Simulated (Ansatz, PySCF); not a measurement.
chloroform (CHCl3), singlet, at a GFN2-xTB geometry. Base run: CASSCF(6,5)/STO-3G in PySCF.

Here is a job for PySCF.
```python
from pyscf import gto, scf, mcscf
import numpy

mol = gto.Mole()
mol.atom = '''
    C    -0.001023    0.007108    0.481001
    H    -0.003344    0.023236    1.572333
    Cl    0.009258    1.673966   -0.112156
    Cl    1.446620   -0.846731   -0.071848
    Cl   -1.455321   -0.831110   -0.078251
'''
mol.basis = 'sto-3g'
mol.charge = 0
mol.spin = 0
mol.verbose = 4
mol.build()

mf = scf.RHF(mol)
mf.kernel()
mc = mcscf.CASSCF(mf, 5, 6)
mc.fix_spin_(ss=0.0)
mc.kernel()
occ = numpy.linalg.eigvalsh(mc.fcisolver.make_rdm1(mc.ci, mc.ncas, mc.nelecas))[::-1]
ss = mc.fcisolver.spin_square(mc.ci, mc.ncas, mc.nelecas)[0]
print('natural occupations', occ.round(4), ' <S^2>', round(ss, 4))
```

Programs used: Ansatz (an electronic-structure program), PySCF; a row that names a program was run with it.

Each row names what was changed in the base input (with any setting that the change needs).

```
change                                                ΔE vs base (kcal/mol)                      natural occupations  <S^2> of the state
----------------------------------------------------  ---------------------  ---------------------------------------  ------------------
base                                                                  0.000                 2.00 1.97 1.97 0.04 0.03                0.00
active space = 10 electrons, 8 orbitals                              -18.78  2.00 2.00 1.97 1.96 1.96 0.04 0.03 0.03                0.00
correction = SC-NEVPT2                                               -31.96                 2.00 1.97 1.97 0.04 0.03                0.00
active space = 4 electrons, 5 orbitals                                0.593                 1.97 1.97 0.04 0.03 0.00                0.00
fix_spin_ = off                                                       0.000                 2.00 1.97 1.97 0.04 0.03                0.00
solver = newton                                                      -0.001                 2.00 1.97 1.97 0.04 0.03                0.00
code = ansatz                                                         0.005                                        -                   -
conv_tol = 1e-5                                                       0.057                 2.00 1.97 1.97 0.04 0.03                0.00
code = ansatz; correction = SC-NEVPT2, all electrons                 -32.24                                        -                   -
active space = 8 electrons, 7 orbitals                               -17.47       2.00 1.97 1.96 1.96 0.04 0.03 0.03                0.00
state_average = 2 states                                               1.24                                        -                   -
```

Active orbitals are taken around the Fermi level unless the row says otherwise; CASSCF can end in different local minima, and two programs can end on different orbitals. State-averaged rows give the lowest state.
